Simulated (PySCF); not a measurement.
Bonding in `CC#C[Si@@]1(F)CCCO1`

C₆H₉FOSi.
SMILES with atom numbers: `[CH3:1][C:2]#[C:3][Si@@:4]1([F:5])[CH2:6][CH2:7][CH2:8][O:9]1` (hydrogens: H10, H11, H12 on C1; H13, H14 on C6; H15, H16 on C7; H17, H18 on C8)

Cartesian coordinates in Å at the PBE0-D3(BJ)/def2-SVP level; atoms count from 1:
```xyz
18
C6H9FOSi angstrom
C      3.7533   -0.3627   -0.7968
C      2.3703   -0.6115   -0.4422
C      1.2077   -0.8290   -0.1485
Si    -0.5132   -1.1420    0.3147
F     -0.5323   -2.5431    1.1345
C     -1.4714    0.1924    1.1983
C     -2.8610   -0.0318    0.5800
C     -2.6552   -0.4097   -0.8909
O     -1.5214   -1.2536   -1.0046
H      4.1522   -1.1867   -1.4092
H      3.8516    0.5689   -1.3752
H      4.3807   -0.2746    0.1037
H     -1.4684    0.1331    2.2956
H     -1.0637    1.1780    0.9142
H     -3.5195    0.8466    0.6727
H     -3.3613   -0.8662    1.0999
H     -2.4933    0.4975   -1.5029
H     -3.5326   -0.9329   -1.3032
```

Bond orders from the PBE0/pcSseg-1 density (PySCF). Isolated species at its PBE0-D3(BJ)/def2-SVP geometry (one conformer only).

Q: How far do the computed orders between heavy atoms stray from the drawn ones?

A: The largest departure is 0.549, at C2–C3 (drawn triple, 2.451). Drawn single, order above 1.12: C1–C2 (1.185). Drawn double or triple, more than 0.30 short of the drawn order: C2–C3 (2.451).

Q: Give the Mayer order of every bond between heavy atoms, beside its length.

A: 
```csv
bond,drawn as,length (Å),Mayer order
C1–C2,single,1.449,1.185
C2–C3,triple,1.219,2.451
C3–Si4,single,1.809,1.006
Si4–F5,single,1.623,0.975
Si4–C6,single,1.865,0.900
C6–C7,single,1.537,1.011
C7–C8,single,1.533,1.033
C8–O9,single,1.418,0.896
O9–Si4,single,1.664,1.002
```

Bonds between the same two heavy elements. C–C: lowest C6–C7 (1.011, 1.537 Å), highest C2–C3 (2.451, 1.219 Å). C–Si: lowest Si4–C6 (0.900, 1.865 Å), highest C3–Si4 (1.006, 1.809 Å).

Q: And the bonds to hydrogen?

A: C–H: 0.92 to 0.95 (9 bonds).

Q: Sum the orders of all bonds at each heavy atom with more than one neighbour and set the sums beside the valence in the SMILES.

A: C1 3.946 (drawn 4), C2 3.636 (drawn 4), C3 3.457 (drawn 4), Si4 3.883 (drawn 4), C6 3.799 (drawn 4), C7 3.939 (drawn 4), C8 3.830 (drawn 4), O9 1.898 (drawn 2). Orders between atoms that aren't bonded are not in these sums.

Mayer orders depend on the basis set.

These values come from a run that also computed NMR shieldings. The run took 34 s of wall time on an Arm Neoverse V1 with one thread, shared host, and the process peaked at 0.95 GiB of memory.
